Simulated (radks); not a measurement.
Charge is removed step by step from the 5p down level of the xenon ion Xe2+, starting from [Kr] 4d10 5s2 5p(up 3, down 1). All-electron calculation, scalar-relativistic Kohn-Sham, PBEsol, spin-polarised, spherical densities, finite nucleus; Fermi nuclear charge, rms radius 4.7859 fm. Program: a radial shooting solver on a logarithmic mesh with Libxc functionals.

| removed (e) | E - E(0) (eV) | eigenvalue (eV) | E minus straight line (eV) |
|---|---|---|---|
| 0 | 0.000 | -25.735 | 0.000 |
| 0.1 | 2.619 | -26.668 | -0.424 |
| 0.2 | 5.332 | -27.604 | -0.754 |
| 0.3 | 8.139 | -28.543 | -0.990 |
| 0.4 | 11.039 | -29.484 | -1.133 |
| 0.5 | 14.034 | -30.428 | -1.181 |
| 0.6 | 17.123 | -31.375 | -1.134 |
| 0.7 | 20.307 | -32.323 | -0.993 |
| 0.8 | 23.586 | -33.274 | -0.757 |
| 0.9 | 26.960 | -34.226 | -0.426 |
| 1 | 30.429 | -35.179 | 0.000 |

Removing the whole electron costs 30.429 eV by Delta-SCF, against 25.735 eV from minus the eigenvalue at the starting occupation. Slater's transition state (half an electron removed) gives 30.428 eV. Integrating minus the eigenvalue over the occupation (Janak's theorem) gives 30.438 eV. In this scalar-relativistic scheme the density is built from large components alone, so the theorem holds only approximately. The mean slope of the eigenvalue, de/dn, is 9.44 eV per electron. Ionisation energy of Xe2+ in the NIST Atomic Spectra Database: 31.05 eV (semi-empirical).
